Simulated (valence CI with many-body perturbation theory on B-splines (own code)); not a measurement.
## Run record, Ba⁴⁹⁺

Calculated by valence CI with perturbative core correlation (CI+MBPT): five valence electrons over a frozen Dirac-Fock core [He], radial functions for each j: 3 s, 3 p, 2 d, 1 f, with the one-electron correlation potential Σ1 (screened to all orders), the two-electron term Σ2, the three-electron term Σ3, Breit, model QED; selected single and double excitations, second order for the rest, scaled by the run's own slope (own B-spline code, finite nucleus).

Command, and the settings that its task file holds:

```sh
python run_cv.py task.json out
```

```
atom Ba  Z=56  mass_number=138  rms_radius_fm=4.8378
core [He]
valence 2s2 2p3
avg = 1
basis = S
breit = 1
cap = 10000
capref = 1200
cscale = 1
de = 0.0
dress = 0
eps = 2e-08
extrap = 1
h = 0.27
hh = 1
l2 = 3
lcore = 6
maxit = 60
n2 = 5
natural = 1
nlev = 20
nno = [0, 0, 0, 0, 0]
nroot = 26
nsp = [3, 3, 2, 1, 0]
pt2 = 1
qed = 1
rpa = 1
s1 = 1
s2 = 1
s3 = 1
screen = 1
tol = 2e-05
whole = 1
```

It took 7.6 s on 1 thread of Arm Neoverse V1 (shared host).

Log. The first blocks belong to the next ion, which gives the ionisation energy. Fields: 2J, parity (1 odd), roots, reference size, generating configurations, candidates as configurations/state functions, variational space P, stored matrix elements, Davidson steps; e2 is the range of second-order energies in hartree. The first line gives the box (bohr), its intervals, the orbitals and the steps of their self-consistent field. Window is the range of levels sought, series limit the energy at which the first omitted orbital would enter, core excitation an estimate of the first excitation out of the core, left out the lowest levels not solved, and shifts from estimates the range by which levels moved from their first estimate, all in cm⁻¹.

```
rmax 1.2 intervals 54 orbitals 15 references ['2s2 2p3', '2s 2p4', '2p5'] scf 3 t 0.4
2J=0 par=0 roots 2 ref 28 generators 4 cand 175/236 P 164/221 nnz 0 it 0
2J=0 par=0 roots 2 ref 28 generators 4 cand 37/43 P 178/238 nnz 0 it 0
   second order: generators 7 cand 192/279 e2 -0.00000 -0.00000
reference levels 430, estimated 340, window 42985207 1/cm; series limit 55481081, core excitation 260393674
2J=3 par=1 roots 11 ref 68 generators 14 cand 268/1728 P 842/4390 nnz 2.2e+06 it 3
2J=3 par=1 roots 11 ref 68 generators 20 cand 304/2363 P 873/4557 nnz 2.3e+06 it 4
   second order: generators 25 cand 558/3666 e2 -0.00000 -0.00000
2J=5 par=1 roots 6 ref 53 generators 12 cand 438/3894 P 770/4113 nnz 2e+06 it 4
2J=5 par=1 roots 6 ref 53 generators 16 cand 325/3287 P 836/4724 nnz 2.5e+06 it 4
   second order: generators 18 cand 351/3151 e2 -0.00001 -0.00000
2J=1 par=1 roots 7 ref 45 generators 12 cand 178/780 P 905/3184 nnz 1.1e+06 it 3
2J=1 par=1 roots 7 ref 45 generators 18 cand 199/947 P 915/3215 nnz 1.1e+06 it 4
   second order: generators 22 cand 408/2383 e2 -0.00000 -0.00000
2J=5 par=0 roots 6 ref 60 generators 15 cand 434/3993 P 774/3983 nnz 1.8e+06 it 4
2J=5 par=0 roots 6 ref 60 generators 17 cand 345/3459 P 828/4412 nnz 2.2e+06 it 4
   second order: generators 21 cand 458/4352 e2 -0.00000 -0.00000
2J=1 par=0 roots 6 ref 53 generators 12 cand 187/908 P 889/3034 nnz 9.7e+05 it 3
2J=1 par=0 roots 6 ref 53 generators 15 cand 219/1051 P 894/3060 nnz 9.9e+05 it 3
   second order: generators 18 cand 355/1529 e2 -0.00000 -0.00000
2J=3 par=0 roots 8 ref 72 generators 13 cand 306/2278 P 824/4179 nnz 1.9e+06 it 3
2J=3 par=0 roots 8 ref 72 generators 17 cand 310/2437 P 855/4398 nnz 2.1e+06 it 4
   second order: generators 19 cand 391/2942 e2 -0.00000 -0.00000
2J=7 par=1 roots 2 ref 30 generators 8 cand 331/3189 P 625/3116 nnz 1.2e+06 it 4
2J=7 par=1 roots 2 ref 30 generators 9 cand 287/2923 P 667/3487 nnz 1.5e+06 it 3
   second order: generators 11 cand 263/2588 e2 -0.00001 -0.00000
2J=7 par=0 roots 1 ref 27 generators 4 cand 191/2060 P 576/2889 nnz 1.1e+06 it 3
2J=7 par=0 roots 1 ref 27 generators 5 cand 216/2160 P 597/3061 nnz 1.2e+06 it 4
   second order: generators 8 cand 295/2950 e2 -0.00001 -0.00001
2J=9 par=0 roots 1 ref 8 generators 3 cand 77/870 P 467/2047 nnz 0 it 3
2J=9 par=0 roots 1 ref 8 generators 4 cand 125/1325 P 476/2131 nnz 0 it 4
   second order: generators 5 cand 231/2512 e2 -0.00000 -0.00000
2J=9 par=1 roots 1 ref 11 generators 3 cand 84/744 P 500/2505 nnz 9e+05 it 3
2J=9 par=1 roots 1 ref 11 generators 3 cand 62/615 P 507/2538 nnz 9.2e+05 it 3
   second order: generators 3 cand 55/582 e2 -0.00000 -0.00000
left out: unestimated 57556738, estimated 45345473, shifts from estimates -1 to 3
operators 0.1
```

The Davidson iterations converged. The settings are bad on purpose, so the numbers may not be properties of the ion.

No measured spectrum was set against this ion. As an estimate, large intervals hold to a few tenths of a per cent, small ones and those within an open d or f shell to about a per cent.

```
Valence energy                            : -1831.445 hartree
Ionisation energy                         : 9076.9 eV (NIST: 9077 ± 4 eV (theoretical))
Reference configurations for the orbitals : 2s2 2p3, 2s 2p4, 2p5
Radial orbitals                           : 15
Box radius                                : 1.167 bohr
Largest variational space                 : 4724
Lowest levels                             : (2s^2 2p1/2^2 2p3/2) J=3/2 0.00, (2s^2 2p1/2 2p3/2^2) J=3/2 28.02, (2s^2 2p1/2 2p3/2^2) J=5/2 29.55, (2s^2 2p1/2 2p3/2^2) J=1/2 31.98, (2s 2p1/2^2 2p3/2^2) J=5/2 44.90, (2s 2p1/2^2 2p3/2^2) J=1/2 50.25, (2s 2p1/2^2 2p3/2^2) J=3/2 50.38, (2s^2 2p3/2^3) J=3/2 60.10, (2s 2p1/2 2p3/2^3) J=3/2 [a] 74.45, (2s 2p1/2 2p3/2^3) J=5/2 76.95, (2s 2p1/2 2p3/2^3) J=1/2 79.85, (2s 2p1/2 2p3/2^3) J=3/2 [b] 80.68, (2p1/2^2 2p3/2^3) J=3/2 99.37, (2s 2p3/2^4) J=1/2 109.15 Ry
```

Levels are named by their leading jj configuration (3d3/2^4 stands for four electrons in 3d with j = 3/2), which in mixed levels can hold well under half, so a name can repeat and another be missing. Letters in brackets count levels of one name in rising energy.
